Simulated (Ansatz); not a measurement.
# AlClF2 (SMILES [F][Al]([F])[Cl]): methods side by side

AlClF2 has 4 atoms, charge 0, and is taken as a singlet. As SMILES, `[F][Al]([F])[Cl]`. Geometry: relaxed at PBE0-D4/def2-TZVP. The run starts from this shape.

Each level gives the adiabatic ionisation energy (to the doublet cation, no zero-point term) (eV). The values are calculated.

```tsv
level	kind	program	value (eV)	CPU time (all runs)
HF/STO-3G	Hartree–Fock	Ansatz	8.58	5.4 s
HF/3-21G	Hartree–Fock	Ansatz	11.27	7.4 s
HF/6-31G* (Cartesian functions)	Hartree–Fock	Ansatz	11.13	16 s
PBE/def2-SVP	GGA	Ansatz	11.87	47 s
B3LYP/6-31G* (Cartesian functions)	global hybrid	Ansatz	12.13	47 s
MP2/6-31G* (Cartesian functions)	perturbation theory	Ansatz	11.84	28 s
```

The values span 8.58 to 12.13 eV. Without the sets that lack polarisation functions the rows with a basis span only 11.13 to 12.13 eV. Times are those of the runs behind each value, whatever else they computed, on shared processors of several kinds: orders of magnitude only.
